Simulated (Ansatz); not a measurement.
Relaxation of H$_{6}$O$_{5}$W (12 atoms, charge 0, multiplicity 1), to a largest force component of 0.03 eV/Å in at most 50 steps.

Theory: Ansatz, RKS B3LYP/def2-SVP.

```xyz
12
Properties=species:S:1:pos:R:3
W -0.684 -0.246 -0.298
H 1.739 0.987 0.760
O 2.343 0.345 0.311
H 2.731 -0.177 1.026
O -0.215 1.410 0.582
H -0.485 2.189 0.052
O -2.554 0.044 -0.202
H -2.862 0.014 0.732
O -0.631 -2.110 -0.061
H -0.339 -2.694 0.648
O 0.538 -0.034 -1.719
H 1.435 -0.014 -1.304
```

Where does it end, and by what steps?

It converged. The force dipped under the threshold on the way, but the program's further checks kept it going. After 11 steps the energy has fallen by 0.038 eV; O3 moved furthest, 0.39 Å.

| step | energy less start (eV) | largest force component (eV/Å) | accepted |
| --- | --- | --- | --- |
| 0 | 0.0000 | 0.458 | yes |
| 1 | 0.0207 | 1.220 | no |
| 2 | -0.0112 | 0.410 | yes |
| 3 | -0.0242 | 0.134 | yes |
| 4 | -0.0297 | 0.090 | yes |
| 5 | -0.0229 | 0.309 | no |
| 6 | -0.0351 | 0.108 | yes |
| 7 | -0.0339 | 0.120 | no |
| 8 | -0.0363 | 0.029 | yes |
| 9 | -0.0372 | 0.036 | yes |
| 10 | -0.0376 | 0.036 | yes |
| 11 | -0.0377 | 0.019 | yes |

```xyz
12
Properties=species:S:1:pos:R:3
W -0.742 -0.341 -0.287
H 1.786 1.083 0.667
O 2.547 0.663 0.221
H 2.890 0.035 0.873
O -0.198 1.258 0.658
H -0.431 2.063 0.148
O -2.585 0.111 -0.245
H -2.945 0.083 0.669
O -0.854 -2.205 -0.094
H -0.573 -2.855 0.558
O 0.628 -0.176 -1.558
H 1.491 -0.005 -1.083
```

Whether the end is a true minimum wasn't checked by a vibrational analysis.

Run time: 95 s on 4 threads of Intel(R) Xeon(R) Platinum 8259CL CPU @ 2.50GHz (Skylake/Cascade Lake), with other jobs on the host, peak memory 0.39 GiB.
